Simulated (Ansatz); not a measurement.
`FC(F)(F)[SiH2]Cl` and `C=CSC(F)(F)F` differ in one atom or group.

Ansatz, PBE0-D4/def2-TZVP geometries, multiplicity 1. Each molecule was computed in one conformer, which needn't be the lowest.

```tsv
property	`FC(F)(F)[SiH2]Cl`
LUMO energy (PBE/def2-TZVPP) / eV	-1.30
HOMO energy (B3LYP/def2-TZVPP) / eV	-9.15
size of the dipole moment (ωB97M-V/def2-TZVPP) / D	1.91
HOMO–LUMO gap (PBE0/def2-TZVPP) / eV	8.96
HOMO energy (ωB97M-V/def2-TZVPP) / eV	-11.62
HOMO energy (PBE/def2-TZVPP) / eV	-7.87
```

Problem. What does the change do to each property? (An estimate is asked.)

Solution. Computed: 
```tsv
property	`C=CSC(F)(F)F`	shift
LUMO energy (PBE/def2-TZVPP) / eV	-1.37	-0.07
HOMO energy (B3LYP/def2-TZVPP) / eV	-6.90	2.25
size of the dipole moment (ωB97M-V/def2-TZVPP) / D	1.78	-0.13
HOMO–LUMO gap (PBE0/def2-TZVPP) / eV	6.70	-2.26
HOMO energy (ωB97M-V/def2-TZVPP) / eV	-9.26	2.36
HOMO energy (PBE/def2-TZVPP) / eV	-5.97	1.90
```

Dipoles are sizes alone; their direction can turn.

B3LYP here is the variant with VWN-RPA as its local correlation; programs differ in this.
